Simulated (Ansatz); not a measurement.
Species: BiF3, charge -1, multiplicity 2. SMILES of the parent species: [F][Bi]([F])[F]
Coordinates optimised at B3LYP-D3(BJ)/def2-TZVP (Ansatz, a first-principles code):
```
Bi
F 1 2.1846
F 1 2.1846 2 120.00
F 1 2.1846 2 120.00 3 180.00
```
Charge -1, spin multiplicity 2.

Parts of the frozen-core correlation energy in def2-SVPD (Ansatz, hartree). Frozen orbitals: 12; correlated occupied orbitals by spin: 14 and 13; virtual: 75 and 76. UHF or UKS for open shells. No spin-orbit coupling. In def2 rows, elements after Kr have scalar-relativistic effective core potentials.

```
term                            value
-------------------------  ----------
reference (HF)             -511.75012
MP2 opposite-spin                 ___
MP2 same-spin                -0.20024
CCSD correlation                  ___
(T)                               ___
T1 diagnostic                   0.023
largest doubles amplitude       0.030
<S^2> of the reference          0.760
```

Q: Some entries are withheld; supply them.

A: 
- MP2 opposite-spin, value: -0.51214
- CCSD correlation, value: -0.71261
- (T), value: -0.01999
